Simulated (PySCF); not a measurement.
## CdIn⁺: energy against distance

Set-up: Cd def2-SVP with ECP28, In def2-SVP with ECP28; scalar-relativistic core potentials (PySCF 2.14). Energies in eV from Cd + In⁺ in their ground configurations at the same level. State: ¹Σ⁺ (singlet), closed shell.

| R (Å) | RHF-CCSD(T) |
| --- | --- |
| 2.913 | -0.3487 |
| 3.043 | -0.4199 |
| 3.140 | -0.4443 |
| 3.237 | -0.4512 |
| 3.334 | -0.4458 |
| 3.464 | -0.4258 |
| 3.625 | -0.3895 |
| 3.820 | -0.3400 |

Q: Put a parabola through the three lowest points of the RHF-CCSD(T) curve and estimate Re, k and ωe (reduced mass 57.2 u; 1 eV/Å² = 0.16022 mdyn/Å; ωe = 1302.8·√(k/μ) cm⁻¹).

A: Through R = 3.14, 3.237, 3.334 Å the second-order coefficient is 0.654 eV/Å², so Re ≈ 3.243 Å, k ≈ 0.209 mdyn/Å and ωe ≈ 79 cm⁻¹. A polynomial fit of higher order to the unrounded RHF-CCSD(T) energies gives Re = 3.237 Å, k = 0.209 mdyn/Å, ωe = 78.7 cm⁻¹; anharmonicity and rounding make the difference.

The higher-order fit for each curve: RHF-CCSD(T): Re = 3.237 Å, ωe = 78.7 cm⁻¹, De = 0.451 eV.

Correlated steps freeze 4 core orbitals. Correlated levels converge slowly with the basis: in double zeta they bind strong bonds too weakly, by up to about 1 eV, and carry superposition errors of some tenths. Spin–orbit coupling is left out. For an ion De counts to the pair picked by the measured ionisation energies or electron affinities, which need not be the lowest pair at this level.
